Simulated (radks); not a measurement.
The table gives one normalised radial function P(r) = r R(r) of Pt33+ in [Kr] 4d9 (r in bohr). All-electron calculation, scalar-relativistic Kohn-Sham, BLYP, spin-polarised, spherical densities, finite nucleus; open shells are filled with parallel spins first (spin-orbit coupling, left out, can overturn this in heavy ions); Fermi nuclear charge, rms radius 5.427 fm. Program: a radial shooting solver on a logarithmic mesh with Libxc functionals.

r,P
0.002422,0.0003
0.0035,0.0008
0.005016,0.0022
0.007247,0.0058
0.01039,0.0149
0.01489,0.0373
0.02151,0.0912
0.03083,0.2052
0.0442,0.4193
0.06386,0.7508
0.09153,1.0611
0.1322,0.9987
0.1895,0.1803
0.2717,-1.1267
0.3925,-1.7874
0.5626,-1.1781
0.8064,-0.3296
1.165,-0.0288

Which n and l does it have? It may be an empty orbital.

Answer. n = 4, l = 2: the number of nodes gives n - l - 1 = 1, the rise at small r (about r^(l+1), flatter next to the nucleus through relativity) gives l, and the extent must fit the shell. The curve is that of 4d down; the table hardly tells the two spins apart. 4d down: eigenvalue -1439.2 eV, 1 radial node at r = 0.200 bohr, <r> = 0.408 bohr, 90 % of the charge inside 0.596 bohr.
